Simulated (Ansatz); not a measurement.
`O[SiH2]C(O)[SiH3]` + `[OH][Ga]([OH])[Cl]` → `[OH][Ga]([Cl])[O][SiH3]` + `OC[SiH2]O`  (ligand exchange at the Si–C bond)

Program: Ansatz. Geometries: PBE0-D4/def2-TZVP. ΔE: electronic, gas phase. CCSD(T)/CBS is the MP2 limit (def2-TZVPP, def2-QZVPP) plus CCSD(T) − MP2 in def2-TZVPP, frozen cores. Functionals use def2-TZVPP. For Ga outer-core shells are correlated without core-valence functions, which leaves a few kJ/mol of doubt a bond. Scalar relativity is left out up to krypton. One conformer a species, not always the lowest.

Problem. Is it downhill or uphill in electronic energy at CCSD(T)/CBS, and by how much? (An estimate is asked.)

Solution. Ansatz gave: Downhill: ΔE = -102.6 kJ/mol.

Problem. What do these levels give: r2SCAN-D4, r2SCAN, MP2/def2-TZVPP, CCSD(T)/def2-TZVPP, HF/def2-QZVPP, SCS-MP2/def2-QZVPP? (An estimate is asked.)

Solution. Computed: r2SCAN-D4 -100.1, r2SCAN -100.6, MP2/def2-TZVPP -105.1, CCSD(T)/def2-TZVPP -104.0, HF/def2-QZVPP -132.3, SCS-MP2/def2-QZVPP -110.2 kJ/mol.

Largest T1 diagnostic among the species: 0.013.

In def2-TZVPP, CCSD(T) changes the Hartree–Fock value by +26.6 kJ/mol (the triples alone add +3.9 kJ/mol) and MP2 by +25.5 kJ/mol. From PBE to PBE0 (25 % exact exchange), in def2-TZVPP and without D4, ΔE moves by −7.2 kJ/mol. The D4 term adds +3.2 kJ/mol with B3LYP and +1.6 kJ/mol with PBE0; it sums over pairs of atoms, weighted by their polarisabilities, and B3LYP, whose exchange is more repulsive, gets the larger term.

B3LYP here is the variant with VWN-RPA as its local correlation; programs differ in this.
